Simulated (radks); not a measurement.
The numbers below are computed, except where a source is named.
The table gives one normalised radial function P(r) = r R(r) of K+ in [Ar] (r in bohr). Code: a radial shooting solver on a logarithmic mesh with Libxc functionals. Model: non-relativistic Kohn-Sham, LB94 model potential, spin-polarised, spherical densities, point nucleus.

r              P
0.003362   0.0503
0.004819   0.0701
0.006908   0.0964
0.009822   0.1294
0.01408    0.1703
0.02018    0.2151
0.02892    0.2552
0.04146    0.2730
0.05942    0.2405
0.08517    0.1260
0.1211    -0.0778
0.1736    -0.3326
0.2488    -0.4946
0.3566    -0.3729
0.5111     0.1033
0.7326     0.6910
1.05       0.9713
1.493      0.7945
2.14       0.3957
3.068      0.1096
4.397      0.0138

Which n and l does it have? It may be an empty orbital.

Answer. n = 3, l = 0: the number of nodes gives n - l - 1 = 2, the rise at small r (about r^(l+1)) gives l, and the extent must fit the shell. The curve is that of 3s. 3s: eigenvalue -47.260 eV, 2 radial nodes at r = 0.108, 0.480 bohr, <r> = 1.28 bohr, 90 % of the charge inside 1.93 bohr.
